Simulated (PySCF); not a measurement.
# Magnetisability: `C1C=CC=C(/C=N\C)C1`, C8H11N

Molfile (atoms numbered from 1):
```
C8H11N
     RDKit          3D

 20 20  0  0  0  0  0  0  0  0999 V2000
    3.0835    0.1773   -0.3532 C   0  0  0  0  0  0  0  0  0  0  0  0
    2.4565   -0.9907   -0.8890 N   0  0  0  0  0  0  0  0  0  0  0  0
    1.2122   -1.2010   -0.8423 C   0  0  0  0  0  0  0  0  0  0  0  0
    0.1134   -0.3857   -0.3265 C   0  0  0  0  0  0  0  0  0  0  0  0
    0.0326    0.9492   -0.4599 C   0  0  0  0  0  0  0  0  0  0  0  0
   -1.1213    1.6772    0.0228 C   0  0  0  0  0  0  0  0  0  0  0  0
   -2.2474    1.0372    0.3368 C   0  0  0  0  0  0  0  0  0  0  0  0
   -2.3457   -0.4519    0.1959 C   0  0  0  0  0  0  0  0  0  0  0  0
   -0.9855   -1.1116    0.4119 C   0  0  0  0  0  0  0  0  0  0  0  0
    2.4898    0.7055    0.4021 H   0  0  0  0  0  0  0  0  0  0  0  0
    3.3098    0.8642   -1.1714 H   0  0  0  0  0  0  0  0  0  0  0  0
    4.0338   -0.1400    0.0802 H   0  0  0  0  0  0  0  0  0  0  0  0
    0.9056   -2.1693   -1.2368 H   0  0  0  0  0  0  0  0  0  0  0  0
    0.7915    1.5092   -0.9848 H   0  0  0  0  0  0  0  0  0  0  0  0
   -1.0517    2.7536    0.0800 H   0  0  0  0  0  0  0  0  0  0  0  0
   -3.1355    1.5718    0.6400 H   0  0  0  0  0  0  0  0  0  0  0  0
   -2.7191   -0.6785   -0.8110 H   0  0  0  0  0  0  0  0  0  0  0  0
   -3.0691   -0.8551    0.9064 H   0  0  0  0  0  0  0  0  0  0  0  0
   -0.7381   -1.0920    1.4803 H   0  0  0  0  0  0  0  0  0  0  0  0
   -1.0203   -2.1585    0.1057 H   0  0  0  0  0  0  0  0  0  0  0  0
  1  2  1  0
  2  3  2  0
  3  4  1  0
  4  5  2  0
  5  6  1  0
  6  7  2  0
  7  8  1  0
  8  9  1  0
  9  4  1  0
  1 10  1  0
  1 11  1  0
  1 12  1  0
  3 13  1  0
  5 14  1  0
  6 15  1  0
  7 16  1  0
  8 17  1  0
  8 18  1  0
  9 19  1  0
  9 20  1  0
M  END
```

Theory: GIAO BHandHLYP/pcSseg-1 magnetisability, rotational g tensor and spin-rotation constants, non-relativistic, gas phase (PySCF 2.14.0). Geometry: GFN2-xTB.

(1) What are the magnetisability and the molar susceptibility?

(2) Split it along the inertial axes a, b, c into diamagnetic and paramagnetic parts about the centre of mass, with the quadrupole moment.

(3) And the rotational g tensor?

## Answers

(1) Isotropic -1190 × 10⁻³⁰ J/T², or -71.7 × 10⁻⁶ cm³/mol; principal values -1436, -1122, -1013 × 10⁻³⁰ J/T², anisotropy 380 × 10⁻³⁰ J/T² (root of half the summed squared differences of the principal values). The susceptibility is in cgs units.

(2) 
| axis | χ (10⁻⁶ cm³/mol) | diamagnetic (10⁻⁶ cm³/mol) | paramagnetic (10⁻⁶ cm³/mol) | summed x² of all electrons (Å²) | quadrupole Θ (D Å) |
| --- | --- | --- | --- | --- | --- |
| a | -62.6 | -456.0 | 393.3 | 275.7 | -4.27 |
| b | -67.9 | -1267.5 | 1199.6 | 84.4 | +6.31 |
| c | -84.6 | -1527.5 | 1443.0 | 23.1 | -2.03 |

Anisotropies 2χaa − χbb − χcc = +27.2 and 2χbb − χaa − χcc = +11.5 × 10⁻⁶ cm³/mol. Θ is traceless in Buckingham's convention.

(3) 
| axis | rotational constant (GHz) | g | nuclear part | electronic part |
| --- | --- | --- | --- | --- |
| a | 3.7621 | -0.0597 | 0.6355 | -0.6952 |
| b | 1.0532 | -0.0172 | 0.5764 | -0.5936 |
| c | 0.8654 | -0.0053 | 0.5813 | -0.5867 |

Asymmetric top; isotopes 12C, 1H, 14N; no vibrational averaging.
